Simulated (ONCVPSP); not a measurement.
Varying the ONCV potential for Hf

Base potential:

Hf (Z = 72), optimised norm-conserving Vanderbilt (ONCV), made with ONCVPSP 4.0.1 (PBEsol, scalar-relativistic). Core [Xe] 4f14, reference 5d2 6s2. Waves: 6s: rc 2.85 bohr, ncon 4, nbas 8, qcut 2.1 1/bohr, 2 projectors, debl 1.3 Ha; p scattering state at 0.15 Ha: rc 2.70 bohr, ncon 3, nbas 8, qcut 3.6 1/bohr, 2 projectors, debl 3.8 Ha; 5d: rc 2.50 bohr, ncon 3, nbas 7, qcut 7.2 1/bohr, 3 projectors, debl 3 Ha. Local part: polynomial inside 1.85 bohr (lpopt 2, dvloc0 1 Ha). Core correction: none.

In the p channel the program set the typed energies aside and used 0.050, 3.850 Ha.

All-electron outer shells of the reference configuration (PBEsol, scalar-relativistic, ld1.x):

```csv
shell,level (eV),outermost node (bohr),outermost maximum (bohr)
4f,-16.86,–,0.45
6s,-5.13,1.37,2.89
5d,-2.71,0.67,1.69
```

Cutoffs, loose and tight: the cutoffs (Ha) at which the residual kinetic energy of the hardest occupied pseudo-wave falls to 1 and 0.1 mHa per electron. They do not see the model core or the augmentation charge, which bear on the density cutoff. Test errors are all-electron minus pseudo excitation energies from the reference, over the configurations 5d2 6s1; 5d2 6s0; 5d1 6s0; 5d2.5 6s1.5. A dash means not determined; rows that change the core or the reference have their own tests. The largest error is taken over the tests solved by every variant that gives reliable tests at all: 5d2 6s0; 5d2 6s1; 5d2.5 6s1.5.

For the base: The cutoffs count occupied waves only; projector 2 of the p channel, the hardest unoccupied one, needs 31 Ha at the loose tolerance.

```tsv
change	outcome	cutoff, loose	cutoff, tight	bound ghosts	GHOST(+) flags above zero	largest test error (meV)
base	generated, projector energies reset by the program	12 Ha	17 Ha	none	s, p	-9.9
s: nbas 7	generated, projector energies reset by the program	12 Ha	15 Ha	none	s, p	+11
reference 5d2 6s1 6p1; wave p scattering state at 0.15 Ha: rc 2.70 bohr, ncon 3, nbas 8, qcut 3.6 1/bohr, 2 projectors, debl 3.8 Ha becomes 6p: rc 2.70 bohr, ncon 3, nbas 8, qcut 3.6 1/bohr, 2 projectors, debl 3.8 Ha	generated	12 Ha	18 Ha	none	s, p	+47
d: nproj 2	generated, projector energies reset by the program	12 Ha	17 Ha	none	s, p	-9.9
s: rc 2.48	generated, projector energies reset by the program	12 Ha	15 Ha	none	s, p	+11
```

(1) What comes out with this change to the base: core [Kr] 4d10 4f14, valence charge 12; reference 5s2 5p6 5d2 6s2; waves now 5s+6s: rc 1.50 bohr, ncon 4, nbas 7, qcut 6 1/bohr, 2 projectors; 5p: rc 1.80 bohr, ncon 5, nbas 8, qcut 7 1/bohr, 1 projector; 5d: rc 3.25 bohr, ncon 3, nbas 7, qcut 5.1 1/bohr, 3 projectors, debl 1.2 Ha; local potential polynomial inside 1.25 bohr (lpopt 5, dvloc0 0 Ha)?

Answers

(1) outcome: generated; cutoff, loose: 25 Ha; cutoff, tight: 53 Ha; bound ghosts: none; GHOST(+) flags above zero: s; largest test error (meV): +4.8 over the solved tests; 1 of 4 tests not solved or not reliable.
